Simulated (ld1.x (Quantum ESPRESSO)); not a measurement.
Pr TM: all-electron and pseudo phase curves

Pr (Z = 59), norm-conserving Troullier–Martins (Kleinman–Bylander form), made with ld1.x (Quantum ESPRESSO) 7.5 (PBEsol, fully relativistic). Core [Kr] 4d10, reference 4f3 5s2 5p6 5d0 6s1.5 6p0.5. Waves: 5p (bound): rc 1.90 bohr; 5d (bound, empty): rc 0.70 bohr; 4f (bound): rc 1.75 bohr; 5s (bound): rc 2.05 bohr. Local part: the s channel. Core correction: none.

Open shells are filled in proportion to 2j + 1 (rel_dist='average').

Occupied shells without a wave of their own: 6p, 6s. They enter only through the test configuration that unscreens the potential.

The phase is arctan(r·u′/u) with u = r·R(r), unwrapped; energies in Ry, scanned from -5 to 5 Ry. A pole is an energy at which the radial function vanishes at the test radius. The pseudo phase is shifted by a multiple of π to meet the all-electron one at the reference energy, and phase errors are pseudo minus all-electron; the curves can meet again beyond the range given. Levels narrower than the energy grid can be missing from the lists of poles.

For each channel, where are the poles, and over which energies does the pseudopotential scatter like the atom?

```json
{"channel": "s", "radius (bohr)": "2.26", "reference energy (Ry)": "-2.91", "poles, all-electron": "-2.17", "poles, pseudo": "-2.24, 4.82", "unbroken range about the reference energy with phases within 0.05 rad": "-3.0 to -0.3", "phase error 1 Ry above the reference energy (rad)": "-0.013"}
{"channel": "p1/2", "radius (bohr)": "2.26", "reference energy (Ry)": "-1.77", "poles, all-electron": "-0.64", "poles, pseudo": "-0.28", "unbroken range about the reference energy with phases within 0.05 rad": "-1.8 to -0.3", "phase error 1 Ry above the reference energy (rad)": "+0.031"}
{"channel": "p3/2", "radius (bohr)": "2.26", "reference energy (Ry)": "-1.56", "poles, all-electron": "-0.23", "poles, pseudo": "-0.30", "unbroken range about the reference energy with phases within 0.05 rad": "-1.6 to 2.3", "phase error 1 Ry above the reference energy (rad)": "-0.010"}
{"channel": "d3/2", "radius (bohr)": "2.26", "reference energy (Ry)": "-0.19", "poles, all-electron": "2.50", "poles, pseudo": "-4.16, 2.65", "unbroken range about the reference energy with phases within 0.05 rad": "not even at the reference energy", "phase error 1 Ry above the reference energy (rad)": "-0.009"}
{"channel": "d5/2", "radius (bohr)": "2.26", "reference energy (Ry)": "-0.18", "poles, all-electron": "2.60", "poles, pseudo": "-4.38, 2.75", "unbroken range about the reference energy with phases within 0.05 rad": "not even at the reference energy", "phase error 1 Ry above the reference energy (rad)": "-0.010"}
{"channel": "f5/2", "radius (bohr)": "2.26", "reference energy (Ry)": "-0.15", "poles, all-electron": "0.09", "poles, pseudo": "0.05", "unbroken range about the reference energy with phases within 0.05 rad": "not even at the reference energy", "phase error 1 Ry above the reference energy (rad)": "-0.009"}
{"channel": "f7/2", "radius (bohr)": "2.26", "reference energy (Ry)": "-0.13", "poles, all-electron": "0.12", "poles, pseudo": "0.09", "unbroken range about the reference energy with phases within 0.05 rad": "not even at the reference energy", "phase error 1 Ry above the reference energy (rad)": "-0.009"}
```

A Bessel basis up to 400 Ry misses an occupied level by 0.39 Ry, so cutoffs and ghosts were not judged. The potential misses its own reference levels by up to 1.6 eV, so it is not fit for use. The 5d radius (0.70 bohr) lies inside the outermost node of the all-electron wave (0.91 bohr), which a nodeless pseudo-wave cannot match soundly.

Phases in the d3/2 channel:

| E (Ry) | all-electron | pseudo |
| --- | --- | --- |
| -5.00 | 1.356 | 4.479 |
| -4.48 | 1.341 | 4.426 |
| -3.96 | 1.322 | 1.380 |
| -3.44 | 1.299 | 1.318 |
| -2.92 | 1.268 | 1.279 |
| -2.40 | 1.224 | 1.230 |
| -1.88 | 1.158 | 1.160 |
| -1.36 | 1.044 | 1.039 |
| -0.84 | 0.810 | 0.785 |
| -0.32 | 0.212 | 0.136 |
| 0.20 | -0.728 | -0.780 |
| 0.72 | -1.190 | -1.202 |
| 1.24 | -1.381 | -1.380 |
| 1.76 | -1.483 | -1.476 |
| 2.28 | -1.549 | -1.537 |
| 2.80 | -1.598 | -1.583 |
| 3.32 | -1.639 | -1.620 |
| 3.84 | -1.679 | -1.653 |
| 4.36 | -1.720 | -1.686 |
| 4.88 | -1.769 | -1.722 |
